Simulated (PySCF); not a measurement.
B(F)(Me)(SeH) (CH4BFSe), SMILES CB([SeH])F. Atoms are numbered in the order given.

```xyz
8

B     -0.1244    -0.9339     0.0000
F     -1.3881    -1.3913     0.0000
C      1.0628    -1.9589     0.0000
H      0.9731    -2.6231    -0.8870
H      2.0716    -1.5074     0.0000
H      0.9731    -2.6231     0.8870
Se     0.0354     1.0203     0.0000
H      1.5182     1.0084     0.0000
```
Charge 0, spin multiplicity 1.

Coordinates come from a PBE-D3(BJ)/def2-SVP optimisation. This is a generated structure with no PubChem entry under its InChIKey; it may be hypothetical. One conformer was computed; it need not be the lowest.

The numbers are results of PBE/pcSseg-1 run with PySCF, not measurements.

GIAO shieldings, no solvent; atoms alike by connectivity are averaged. δ = σ(ref) − σ: ¹¹B against BF3 (σ = 83.9 ppm); ¹⁹F against CFCl3 (σ = 133.6 ppm); ¹³C against TMS (σ = 182.0 ppm); ¹H against TMS (σ = 31.49 ppm); ⁷⁷Se against Me2Se (σ = 1634.8 ppm), references at their B3LYP-D3(BJ)/def2-TZVP geometries, non-relativistic.

```
atoms       nucleus  count  δ (ppm)
----------  -------  -----  -------
B1              ¹¹B      1     50.5
F2              ¹⁹F      1      [?]
C3              ¹³C      1      [?]
H8               ¹H      1      [?]
H4, H5, H6       ¹H      3     1.38
Se7            ⁷⁷Se      1    -76.0
```

**Question.** What belongs in the gaps? (Estimate from the structure and the level; the computed values follow.)

**Answer.** 
- H8, δ (ppm): 2.64
- C3, δ (ppm): 15.2
- F2, δ (ppm): -33.0
